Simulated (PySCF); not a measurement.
A structure optimised at ωB97X-D3(BJ)/def2-SVP, used in a PySCF frequency run:

```xyz
7

F     -3.1545     0.3517    -0.9321
C     -2.4035    -0.4426    -0.1635
C     -1.1131    -0.5954    -0.3366
C      0.1730    -0.7753    -0.4678
Br     1.4519     0.2920     0.4194
H     -2.9763    -0.9545     0.6177
H      0.6121    -1.5525    -1.1004
```

Problem. Write its SMILES and formula.

Solution. FC=C=CBr, C3H2BrF

Problem. What are its rotational constants (standard atomic weights)?

Solution. 15.606, 1.0350, 1.0018 GHz
